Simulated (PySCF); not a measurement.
1-bromo-3-fluoropropa-1,2-diene (C3H2BrF), SMILES C(=CF)=CBr.

Geometry: B3LYP-D3(BJ)/def2-SVP.

The numbers are results of SMD-M06-2X/6-31G* in PySCF, not measurements.

Solvation free energies are E(SMD) − E(gas) at the gas-phase geometry, for 1 M in both phases. Bromine has the revised SMD18 radius of 2.60 Å. In vacuum the dipole moment is 1.66 D.

Computed solvation free energies in water, 2-propanol, diethylether:
```json
[
 {"solvent": "water", "ΔG(solv) (kcal/mol)": "-0.8", "its non-electrostatic (CDS) part": "3.1", "dipole (D)": "2.19"},
 {"solvent": "2-propanol", "ΔG(solv) (kcal/mol)": "-4.1", "its non-electrostatic (CDS) part": "-0.5", "dipole (D)": "2.15"},
 {"solvent": "diethylether", "ΔG(solv) (kcal/mol)": "-4.2", "its non-electrostatic (CDS) part": "-1.5", "dipole (D)": "2.01"}
]
```
